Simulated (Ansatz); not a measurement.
Calculation: B3LYP-D3(BJ)/def2-TZVP (Ansatz, a first-principles code). No frequencies were computed at this level.

Ansatz 0.2 input:
```yaml
crystal:
  periodic: [false, false, false]
  atoms:
    - { symbol: B, position_ang: [-1.040407, -0.080392, -0.010212] }
    - { symbol: Si, position_ang: [0.832017, 0.065463, 0.009135] }
    - { symbol: H, position_ang: [-1.579527, -1.067865, 0.337276] }
    - { symbol: H, position_ang: [-1.719979, 0.810215, -0.373214] }
    - { symbol: H, position_ang: [1.832179, -0.934532, 0.419911] }
    - { symbol: H, position_ang: [1.675718, 1.207112, -0.382895] }
basis:
  gaussian: { orbitals: def2-tzvp }
hamiltonian:
  xc: b3lyp
  dispersion: d3bj
relax:
  max_steps: 150
magnetization:
  spin_polarized: true
  initial_magnetization: 1
```

Output:

```
Functional definition: B3LYP
606 factors; their error is unknown
mean field evaluation 1: about -8614.7587 eV, gradient 2.1e1 eV
mean field evaluation 2: about -8613.9406 eV, gradient 2.3e1 eV
mean field evaluation 4: about -8618.1215 eV, gradient 6.7e-1 eV
mean field evaluation 8: about -8618.1476 eV, gradient 8.5e-2 eV
mean field evaluation 16: about -8618.1476 eV, gradient 1.2e-5 eV
mean field -8618.14759498 eV, -316.7110825253 hartree, gradient 1.2e-5 eV, S^2 0.753079; 0 other end points of the search recorded, 0 dependent functions left out
reference -8618.14783710 eV, -316.7110914228 hartree; 12, 11 occupied and 80, 81 virtual orbitals, 606 factors
relax step   1: F+E_penalty+E_count = -8618.30461735 eV  Δ(F+E_penalty+E_count) = +0.000e0 eV  max|allowed force component| = 1.083e0 eV/Å  Δτ_max = 0.0000 Å  (27 SCF iters, accepted)
these checks for a lower state are left out or cut short: starts, cluster_reference, orbital_swaps, neighbouring_geometries, increment
606 factors; their error is unknown
mean field -8618.20558642 eV, -316.7132136714 hartree, gradient 1.6e-5 eV, S^2 0.753171; 0 other end points of the search recorded, 0 dependent functions left out
reference -8618.20583043 eV, -316.7132226387 hartree; 12, 11 occupied and 80, 81 virtual orbitals, 606 factors
relax step   2: F+E_penalty+E_count = -8618.36281577 eV  Δ(F+E_penalty+E_count) = -5.820e-2 eV  max|allowed force component| = 4.345e-1 eV/Å  Δτ_max = 0.0915 Å  (30 SCF iters, accepted)
these checks for a lower state are left out or cut short: starts, cluster_reference, orbital_swaps, neighbouring_geometries, increment
606 factors; their error is unknown
mean field -8618.21158630 eV, -316.7134341629 hartree, gradient 1.4e-5 eV, S^2 0.753207; 0 other end points of the search recorded, 0 dependent functions left out
reference -8618.21183103 eV, -316.7134431565 hartree; 12, 11 occupied and 80, 81 virtual orbitals, 606 factors
relax step   3: F+E_penalty+E_count = -8618.36829721 eV  Δ(F+E_penalty+E_count) = -5.481e-3 eV  max|allowed force component| = 4.422e-2 eV/Å  Δτ_max = 0.0139 Å  (31 SCF iters, accepted)
these checks for a lower state are left out or cut short: starts, cluster_reference, orbital_swaps, neighbouring_geometries, increment
606 factors; their error is unknown
mean field evaluation 32: about -8618.2115 eV, gradient 2.0e-1 eV
mean field -8618.21168632 eV, -316.7134378385 hartree, gradient 2.0e-5 eV, S^2 0.753208; 0 other end points of the search recorded, 0 dependent functions left out
reference -8618.21193119 eV, -316.7134468372 hartree; 12, 11 occupied and 80, 81 virtual orbitals, 606 factors
relax step   4: F+E_penalty+E_count = -8618.36841501 eV  Δ(F+E_penalty+E_count) = -1.178e-4 eV  max|allowed force component| = 2.169e-2 eV/Å  Δτ_max = 0.0053 Å  (25 SCF iters, accepted)
these checks for a lower state are left out or cut short: starts, cluster_reference, orbital_swaps, neighbouring_geometries, increment
606 factors; their error is unknown
mean field -8618.21171721 eV, -316.7134389737 hartree, gradient 1.7e-5 eV, S^2 0.753208; 0 other end points of the search recorded, 0 dependent functions left out
reference -8618.21196208 eV, -316.7134479726 hartree; 12, 11 occupied and 80, 81 virtual orbitals, 606 factors
relax step   5: F+E_penalty+E_count = -8618.36846455 eV  Δ(F+E_penalty+E_count) = -4.954e-5 eV  max|allowed force component| = 2.291e-3 eV/Å  Δτ_max = 0.0028 Å  (25 SCF iters, accepted)
606 factors; their error is unknown
mean field -8618.21171721 eV, -316.7134389737 hartree, gradient 2.0e-5 eV, S^2 0.753208; 1 other end points of the search recorded, 0 dependent functions left out
reference -8618.21196208 eV, -316.7134479726 hartree; 12, 11 occupied and 80, 81 virtual orbitals, 606 factors
Total energy: -8618.36870942 eV, -316.7192083311 hartree
Atom 0 at    -1.043116    -0.081178    -0.011171 Å, force     0.002291     0.000101     0.000327 eV/Å
Atom 1 at     0.874694     0.068138     0.009275 Å, force     0.000151     0.000011     0.000023 eV/Å
Atom 2 at    -1.559756    -1.091399     0.345551 Å, force    -0.000919    -0.001562     0.000429 eV/Å
Atom 3 at    -1.702450     0.837374    -0.380273 Å, force    -0.000957     0.001466    -0.000699 eV/Å
Atom 4 at     1.799023    -1.001530     0.445432 Å, force    -0.000243     0.000217    -0.000121 eV/Å
Atom 5 at     1.631606     1.268596    -0.408813 Å, force    -0.000325    -0.000232     0.000040 eV/Å
Dipole moment:     0.219103     0.017077     0.002316 e Å
```

Cost: about 12 core-seconds (a rough figure).
